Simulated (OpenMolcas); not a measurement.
# Fe⁵⁺: CASPT2 settings compared

- Program: OpenMolcas
- Basis: ANO-R2 [6s5p4d2f1g]
- Scalar Hamiltonian: X2C, finite nucleus
- Active space: 3 electrons in 10 orbitals (3d 4d)
- State averaging: 2S+1 = 4 even, 10 roots; 2S+1 = 2 even, 40 roots
- Spin-orbit coupling: RASSI with atomic mean-field integrals over the reference wave functions, term energies averaged over their components

Methods on the same reference wave functions:
A. CASSCF
B. SS-CASPT2, IPEA 0.4 Eh, imaginary shift 0.4 Eh (closed shells correlated: 2s 2p 3s 3p)
C. SS-CASPT2, IPEA 0.15 Eh, imaginary shift 0.4 Eh (closed shells correlated: 3s 3p)
D. SS-CASPT2, IPEA 0.35 Eh, imaginary shift 0.2 Eh (closed shells correlated: none)
E. MS-CASPT2, IPEA 0.4 Eh, imaginary shift 0.4 Eh (closed shells correlated: 2s 2p 3s 3p)
F. MS-CASPT2, IPEA 0.15 Eh, imaginary shift 0.4 Eh (closed shells correlated: 3s 3p)

Energies in cm-1 above 3d3 4F 3/2, the measured ground level; measured values from Corliss and Sugar, J. Phys. Chem. Ref. Data 11, 135 (1982).

| Level | A | B | C | D | E | F | Measured |
| --- | --- | --- | --- | --- | --- | --- | --- |
| 3d3 4F 3/2 | 0.0 | 0.0 | 0.0 | 0.0 | 0.0 | 0.0 | 0.0 |
| 3d3 4F 5/2 | 515 | 519 | 519 | 517 | 519 | 519 | 511 |
| 3d3 4F 7/2 | 1212 | 1218 | 1218 | 1215 | 1218 | 1218 | 1188 |
| 3d3 4F 9/2 | 2071 | 2070 | 2070 | 2070 | 2070 | 2070 | 2001 |
| 3d3 4P 1/2 | 22807 | 19300 | 19310 | 21380 | 19300 | 19310 | 18738 |
| 3d3 4P 3/2 | 23004 | 19490 | 19490 | 21560 | 19490 | 19490 | 18942 |
| 3d3 2G 7/2 | 23363 | 21160 | 20880 | 22630 | 21160 | 20880 | 20616 |
| 3d3 4P 5/2 | 23650 | 20150 | 20150 | 22230 | 20150 | 20150 | 19611 |
| 3d3 2G 9/2 | 24070 | 21880 | 21610 | 23350 | 21880 | 21610 | 21315 |
| 3d3 2P 1/2 | 30859 | 27020 | 26830 | 28350 | 27020 | 26830 | 26496 |
| 3d3 2H 9/2 | 30875 | 29550 | 29360 | 30570 | 29550 | 29360 | 28724 |
| 3d3 2P 3/2 [65 %] | 30932 | 26890 | 26700 | 28470 | 26890 | 26700 | 26215 |
| 3d3 2H 11/2 | 31404 | 30100 | 29910 | 31110 | 30100 | 29910 | 29203 |
| 3d3 2D 3/2(1) [67 %] | 33795 | 29370 | 29170 | 31410 | 29370 | 29170 | 28628 |
| 3d3 2D 5/2(1) | 34079 | 29440 | 29230 | 31730 | 29430 | 29220 | 28484 |
| 3d3 2F 7/2 | 52940 | 47450 | 47280 | 50720 | 47450 | 47280 | 46217 |
| 3d3 2F 5/2 | 53243 | 47750 | 47580 | 51020 | 47750 | 47580 | 46604 |
| 3d3 2D 5/2(2) | 82069 | 74150 | 74210 | 77200 | 74150 | 74220 | 71708 |
| 3d3 2D 3/2(2) | 82397 | 74470 | 74540 | 77530 | 74470 | 74530 | 72049 |

Deviations, from unrounded energies. A percentage is the sum of absolute deviations over the sum of measured energies, with the sign that they share, or ± where signs differ.

```json
{"Against measurement": "mean absolute deviation (cm-1)", "Levels": "18", "A": "4200", "B": "820", "C": "710", "D": "2500", "E": "820", "F": "710"}
{"Against measurement": "fine structure of the ground term (%)", "Levels": "3", "A": "+2.7", "B": "+3.0", "C": "+3.0", "D": "+2.8", "E": "+3.0", "F": "+3.0"}
{"Against measurement": "other terms of the ground configuration (%)", "Levels": "15", "A": "+15.1", "B": "+2.9", "C": "+2.5", "D": "+9.1", "E": "+2.9", "F": "+2.5"}
```

C, F lie about equally close to measurement and A furthest from it. The largest miss of F in the table is 3d3 2D 5/2(2), by +2500 cm-1. The ranking rests on the paired levels alone, and a cruder setting can come out closer through cancelling errors.

Among B to F the level of the table that moves most is 3d3 2F 5/2, by 3400 cm-1 (lowest in F, highest in D). Moves below CASPT2's spread within the term are not significant.

The two smallest mean deviations differ by little beside CASPT2's spread within terms, so their order carries little weight.

From A to B the spin-free energies of the other terms of 3d3 shown, above 4F, scale by factors of 0.84 to 0.96, as is usual when dynamic correlation screens the repulsion within a d or f shell.

The lowest spin-free term lies below A's lowest term by 0.434 hartree in B, 0.346 hartree in C, 0.012 hartree in D, 0.434 hartree in E, 0.346 hartree in F.

CASPT2 does not keep the components of a term degenerate, so their means are used; among the terms shown or strongly mixed into the levels shown the widest spread is 1100 cm-1 (3d3 4F, F). Active for correlation alone: 4d; no level in the range computed is led by a configuration that fills it, so any true level of that kind is missing. Without dynamic correlation excited terms often stand tens of per cent too high (terms of higher spin than the ground term too low), and those without a measured partner can miss by more than the paired ones (holds for A). Measured partners are found by configuration, term and J. A level has none where our copy of the source lacks it or the pairing is in doubt (some pairs that miss far off the trend of their configuration count as doubtful), and it then counts in no deviation. Only configurations of the active space appear.

A share in square brackets marks a mixed level and gives the weight of the term that names it, the lowest over the columns. A number in round brackets counts repeated terms of one configuration in the order of the reference energies.
